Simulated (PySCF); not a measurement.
Input of a response calculation (the driver script's job line, then coordinates in Å):

```
{"job": {"kind": "uv", "xc": "CAM-B3LYP", "basis": "def2-SVPD", "ip": true, "dynamic": true}, "charge": 0, "multiplicity": 1}
N     -3.744416     0.767020    -0.678825
C     -2.936145     0.161970    -0.112290
C     -1.889538    -0.577804     0.588113
C     -0.540552     0.143026     0.551727
C     -0.024350     0.415517    -0.864314
C      1.485767     0.605299    -0.819076
C      2.079826    -0.588109    -0.080980
As     0.894280    -0.933703     1.469976
H     -2.223567    -0.740757     1.625387
H     -1.809218    -1.577399     0.127329
H     -0.631353     1.090939     1.103272
H     -0.258603    -0.453408    -1.506618
H     -0.539695     1.280495    -1.312413
H      1.725142     1.535969    -0.275774
H      1.907089     0.710924    -1.832854
H      3.117543    -0.437150     0.249430
H      2.061248    -1.492403    -0.710331
H      1.416018     0.243775     2.290361
```

Theory: PySCF 2.14.0, density-fitted response routines, TDDFT CAM-B3LYP/def2-SVPD, vertical, gas phase, core orbitals frozen in the response. Job line and output are in the format of a driver script around the code.

Task: What does the script print for it, SCF cycles aside?

Result: 
```
converged SCF energy = -2524.7529437912

Static polarisability (au): isotropic 102.600, principal 83.381 100.826 123.595

Singlet excitations
state   eV       nm        f      main configurations
  1   6.1239    202.5   0.09187   H->L+1 0.89
  2   6.1375    202.0   0.05598   H->L 0.87
  3   7.0724    175.3   0.11691   H->L+2 0.63, H->L+3 0.14
  4   7.4835    165.7   0.01576   H-1->L 0.65
  5   7.5805    163.6   0.02356   H->L+3 0.74
  6   7.5969    163.2   0.00532   H-3->L+7 0.18, H-3->L 0.11, H-1->L 0.10
  7   7.7495    160.0   0.04662   H-1->L+1 0.38, H->L+4 0.31
  8   7.8849    157.2   0.02265   H-2->L+1 0.23, H->L+4 0.10, H-2->L 0.08
  9   7.9233    156.5   0.00235
 10   8.0223    154.5   0.02401   H->L+5 0.28, H-4->L+1 0.12, H-2->L+1 0.09

Triplet excitations (Tamm-Dancoff, eV): 5.0906 5.2732 6.2746 6.5997
Vertical ionisation energy (delta-SCF) = 9.3280 eV
```

The structure is a single PBE0-D3(BJ)/def2-SVP conformer in the gas phase; no vibrational or solvent corrections. The CAM-B3LYP/def2-SVPD calculation is non-relativistic and has no spin–orbit coupling, an omission that weighs most on arsenic.

H and L stand for HOMO and LUMO.

All these states lie below the vertical ionisation energy of 9.33 eV (ΔSCF).
